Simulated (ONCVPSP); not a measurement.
# What the settings do to the ONCV potential of phosphorus

Base potential:

```
Element                 : phosphorus
Generator               : ONCVPSP 4.0.1
Type                    : optimised norm-conserving Vanderbilt (ONCV)
Functional              : PBE
Relativity              : scalar-relativistic
Frozen core             : [Ne]
Valence charge          : 5
Reference configuration : 3s2 3p3
Partial waves           : 3s: rc 1.70 bohr, ncon 4, nbas 8, qcut 4.6 1/bohr, 2 projectors, debl 2 Ha; 3p: rc 1.55 bohr, ncon 4, nbas 7, qcut 5.8 1/bohr, 2 projectors, debl 2.5 Ha
Local potential         : polynomial inside 1.35 bohr (lpopt 4, dvloc0 0 Ha)
Core correction         : none
```

Cutoffs, loose and tight: the cutoffs (Ha) at which the residual kinetic energy of the hardest occupied pseudo-wave falls to 1 and 0.1 mHa per electron. They do not see the model core or the augmentation charge, which bear on the density cutoff. Test errors are all-electron minus pseudo excitation energies from the reference, over the configurations 3s2 3p2; 3s2 3p1; 3s2 3p0; 3s1 3p0. A dash means not determined; rows that change the core or the reference have their own tests.

For the base: The cutoffs count occupied waves only; projector 2 of the p channel, the hardest unoccupied one, needs 40 Ha at the loose tolerance.

```tsv
change	outcome	cutoff, loose	cutoff, tight	bound ghosts	GHOST(+) flags above zero	largest test error (meV)
base	generated	9.4 Ha	26 Ha	none	s	+183
s: qcut 2.8	generated	50 Ha	61 Ha	none	s	+172
s: qcut 3.2	generated	44 Ha	59 Ha	none	s	+177
s: qcut 3.6	generated	26 Ha	56 Ha	none	s	+180
s: qcut 4.2	generated	9.5 Ha	49 Ha	none	s	+181
s: qcut 4.7	generated	9.5 Ha	19 Ha	none	s	+183
s: qcut 5.1	generated	10 Ha	13 Ha	none	s	+186
s: qcut 5.6	generated	11 Ha	14 Ha	none	none	+188
s: qcut 6	generated	11 Ha	14 Ha	none	none	+189
s: qcut 6.4	generated	12 Ha	15 Ha	none	none	+189
s: qcut 7	generated	12 Ha	16 Ha	none	none	+190
```

Reading the sweep of the qcut of the s channel (base included, trends over the rows without a ghost): The loose cutoff is not monotonic: lowest 9.4 Ha at 4.6 1/bohr, highest 50 Ha at 2.8 1/bohr. The median size of the test errors (rows with all tests solved) falls from 37.7 meV at 2.8 to 11.0 meV at 7 1/bohr.
